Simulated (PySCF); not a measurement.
C₈H₉N₃O₂, SMILES COc1nnc(-c2cccn2C)o1. Heavy atoms are numbered as in [CH3:1][O:2][c:3]1[n:4][n:5][c:6](-[c:7]2[cH:8][cH:9][cH:10][n:11]2[CH3:12])[o:13]1. Hydrogens are named by the atom that carries them.

Geometry optimised at PBE0-D3(BJ)/def2-SVP. The structure was generated by enumeration, and PubChem lists no compound with its InChIKey, so it may never have been made. Other conformers were not sampled.

These are PBE/pcSseg-1 (PySCF) values and carry that method's errors.

GIAO shieldings, no solvent; atoms alike by connectivity are averaged. δ = σ(ref) − σ: ¹³C against TMS (σ = 182.0 ppm); ¹⁷O against H2O (σ = 334.3 ppm); ¹⁵N against NH3 (σ = 267.0 ppm); ¹H against TMS (σ = 31.49 ppm), references at their B3LYP-D3(BJ)/def2-TZVP geometries, non-relativistic.

| atoms | nucleus | count | δ (ppm) |
|---|---|---|---|
| C3 | ¹³C | 1 | 166.4 |
| C6 | ¹³C | 1 | (withheld) |
| C10 (CH) | ¹³C | 1 | 129.3 |
| C7 | ¹³C | 1 | (withheld) |
| C8 (CH) | ¹³C | 1 | 115.9 |
| C9 (CH) | ¹³C | 1 | (withheld) |
| C1 (CH3) | ¹³C | 1 | 59.8 |
| C12 (CH3) | ¹³C | 1 | (withheld) |
| O13 | ¹⁷O | 1 | 291.7 |
| O2 | ¹⁷O | 1 | (withheld) |
| N5 | ¹⁵N | 1 | 332.7 |
| N4 | ¹⁵N | 1 | 291.8 |
| N11 | ¹⁵N | 1 | (withheld) |
| H on C8 | ¹H | 1 | 6.96 |
| H on C10 | ¹H | 1 | (withheld) |
| H on C9 | ¹H | 1 | (withheld) |
| H on C1 | ¹H | 3 | 4.33 |
| H on C12 | ¹H | 3 | (withheld) |

Task: What belongs in the gaps? (Estimate from the structure and the level; the computed values follow.)

Result: 
- C12 (CH3), δ (ppm): 42.4
- C9 (CH), δ (ppm): 113.6
- C7, δ (ppm): 121.9
- O2, δ (ppm): 99.4
- H on C10, δ (ppm): 6.73
- H on C12, δ (ppm): 4.20
- C6, δ (ppm): 158.1
- H on C9, δ (ppm): 6.45
- N11, δ (ppm): 185.5
